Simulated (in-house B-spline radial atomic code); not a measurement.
Cu⁺. Computed with a B-spline radial atomic code. Model: non-relativistic spherical atom: semilocal Troullier-Martins pseudo-atom, one channel per l, against all electrons, high spin, G0W0 and RPA with empty states to l = 8, local potential for every l without a channel, a model core (radius 0 = none) keeps its share of the functional.

What the tables leave out is listed at the end.

The pseudopotential gives back the lowest level of each angular momentum of its own functional in the configuration it was made in; a second state of the same l is only approximately right. Exact exchange, RPA and GW see the smooth pseudo-orbitals and miss the exchange with the core, for which the functional's share stands in. The column with an uncorrelated core keeps all orbitals and exact exchange, and so separates missing core correlation from pseudisation. Only the three outermost levels and the lowest empty one were computed. RPA here is direct RPA, with no exchange kernel, and its energies carry an (l + 1/2)⁻⁴ tail. A hybrid on a potential with a model core restores only its own semilocal share of the core's exchange.

Command:
```bash
python run_psgw.py task.json out
```
Settings (lengths in bohr, energies in hartree):
```
Z                      29
electrons              28
configuration          [Ar] 3d10
generated_in           [Ar] 3d10
functional             lda,vwn
core_shells            5
radius_factor          0.8
core_correction        True
```

Cost of the run: 12 s on 1 thread of Intel(R) Xeon(R) Platinum 8488C (Sapphire Rapids), on a shared host.

Given: made with LDA VWN5; model core radius 0.389 bohr; local radius 1.564 bohr; mean-field start PBE0.

Valence shells of the generating configuration: 3d.

Channel: s 1.703, p 2.209, d 1.45 (radii in bohr).

Computed: largest level miss in the spin-unpolarised generating configuration 0 eV; valence RPA correlation energy all-electron orbitals -0.64241 hartree; valence RPA correlation energy pseudo -0.87339 hartree; all-electron RPA polarisability, core included 5.349 bohr³.

| level | occupied | mean-field all-electron (eV) | mean-field pseudo minus all (eV) | G0W0 all-electron (eV) | G0W0 uncorrelated core minus all (eV) | G0W0 pseudo minus all (eV) | exchange self-energy all-electron (eV) | exchange self-energy pseudo (eV) |
| --- | --- | --- | --- | --- | --- | --- | --- | --- |
| 3d | 1 | -15.954 | 0.856 | -20.396 | -0.054 | 4.255 | -46.522 | -29.75 |
| 4s (empty) | 0 | -10.169 | -0.342 | -7.6212 | -0.017 | -0.701 | -2.6749 | -1.9026 |

**Question.** What is the pseudo-atom RPA polarisability?

**Answer.** 6.6268 bohr³.

Among the listed levels the largest G0W0 shift of the pseudo-atom is +4.25 eV, for 3d on the PBE0 start, while leaving the core uncorrelated moves that level by -0.05 eV. So pseudisation and the lost core exchange, not the missing core correlation, make the error. Not in the tables (levels of low weight, unsolved or above zero; the highest and the empty levels are kept at any weight): on LDA, a start not tabulated, the G0W0 levels 3d (pseudo minus all +4.37 eV, weights 0.53 and 0.76), 4s (pseudo minus all -0.47 eV, weights 0.92 and 0.93); no Hartree-Fock pseudo-atom is run with a model core.
